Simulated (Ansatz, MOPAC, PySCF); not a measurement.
Noncovalent pair: C2H4 (SMILES C=C) (first 6 atoms) with CH4O (SMILES CO); geometry from B3LYP-D3(BJ)/def2-TZVP, rigid monomers moved along the line of their centres of mass till C1···H12 is 2.80 Å.
(charge 0, multiplicity 1):
```xyz
12

C      0.702     0.208     0.024
C     -0.606     0.027    -0.101
H      1.166     1.167    -0.174
H      1.361    -0.596     0.327
H     -1.069    -0.933     0.095
H     -1.266     0.830    -0.406
C     -0.240    -0.603     4.063
O     -0.372     0.718     3.566
H     -1.016    -1.272     3.673
H     -0.346    -0.552     5.146
H      0.741    -1.036     3.835
H     -0.280     0.688     2.605
```

Interaction energies are E(AB) − E(A) − E(B) at the monomers' geometry in the complex; basis-set methods are counterpoise corrected. Rows marked so take none.

Frozen-core correlation. Rows in 6-311+G**, 6-31G*, STO-3G carry no dispersion term and start afresh at each structure (6-31G* with six Cartesian d functions). MP2/6-31G* freezes PySCF's default core. The state that PM7 reach isn't checked; PM7 holds dispersion and hydrogen-bond terms.

The values were computed with Ansatz (a quantum-chemistry and plane-wave program); MOPAC for PM7 (differences of heats of formation); PySCF for 6-311+G** rows, 6-31G* rows, STO-3G rows, the dispersion terms. 

Other levels give for the interaction energy: PBE/def2-TZVPPD -2.07; B3LYP/def2-TZVPPD -1.45; B3LYP-D3(BJ)/def2-TZVPPD -2.70; wB97M-V/def2-TZVPPD -2.52; CCSD(T)/aug-cc-pVDZ -2.18 kcal/mol.

Q: What do these common cheap choices give for the same quantity: PM7, HF/STO-3G (no counterpoise), HF/6-31G* (no counterpoise), BP86/6-31G* (no counterpoise), B3LYP/6-311+G** (no counterpoise), M06-2X/6-31G* (no counterpoise), MP2/6-31G*, MP2/6-31G* (no counterpoise)?

A: PM7 -1.51; HF/STO-3G (no counterpoise) -0.69; HF/6-31G* (no counterpoise) -2.27; BP86/6-31G* (no counterpoise) -2.18; B3LYP/6-311+G** (no counterpoise) -1.69; M06-2X/6-31G* (no counterpoise) -3.15; MP2/6-31G* -1.99; MP2/6-31G* (no counterpoise) -3.13 kcal/mol. They span -3.15 to -0.69 kcal/mol.
